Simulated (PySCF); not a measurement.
Species: C5H3NS2.
Cartesian coordinates in Å at the PBE0-D3(BJ)/def2-SVP level; atoms count from 1:
```xyz
11
C5H3NS2 angstrom
N      3.4817    0.8463    0.4702
C      2.7521    0.1737   -0.1349
S      1.7550   -0.8270   -1.0732
C      0.1682   -0.4271   -0.3874
C     -0.5587    0.7663   -0.6734
C     -1.7803    0.7681   -0.0596
S     -2.0486   -0.6701    0.8436
C     -0.5160   -1.3005    0.4221
H     -0.1811    1.5740   -1.3005
H     -2.5466    1.5416   -0.0927
H     -0.1800   -2.2693    0.7886
```

All values: PBE0/def2-SVPD (PySCF, non-relativistic), on one gas-phase PBE0-D3(BJ)/def2-SVP geometry that isn't relaxed in the solvent. The solvent is an IEF-PCM continuum (cavity from Bondi-type radii × 1.2), and excitations are vertical TDDFT with non-equilibrium linear response and a frozen core. The model holds no explicit solvent molecules, cavitation or dispersion.

| run | E − E(gas) (kcal/mol) | HOMO (eV) | HOMO–LUMO gap (eV) | dipole (D) | lowest singlet (eV) | static polarisability (au) |
| --- | --- | --- | --- | --- | --- | --- |
| gas | 0.00 | -7.66 | 6.28 | 4.31 | 5.18 | 98.0 |
| P | -4.95 | -7.48 | 6.31 | 5.26 | 5.17 | 125.1 |
| Q | -5.91 | -7.45 | 6.31 | 5.44 | 5.16 | 131.6 |

Q: The runs were made in chloroform and dichloromethane. Which run belongs to which solvent?

A: P = chloroform, Q = dichloromethane. The dielectric constants are 4.711 (chloroform), 8.93 (dichloromethane), and the energy falls further as ε rises. The optical constants n² used for the excitations are 2.09, 2.03 in the same order. In this model the ground state sees the solvent through ε alone.

Q: How constant is the ratio of the lowering to (ε − 1)/(2ε + 1)?

A: 
```
        solvent  (ε − 1)/(2ε + 1)  E − E(gas) (kcal/mol)  ratio (kcal/mol)  polarisation term (kcal/mol)
     chloroform             0.356                  -4.95             -13.9                         -5.69
dichloromethane             0.420                  -5.91             -14.1                         -6.96
```

The ratio changes by +1.1 % in size from chloroform to dichloromethane. The polarisation term is half the interaction of the solute with the induced surface charges.
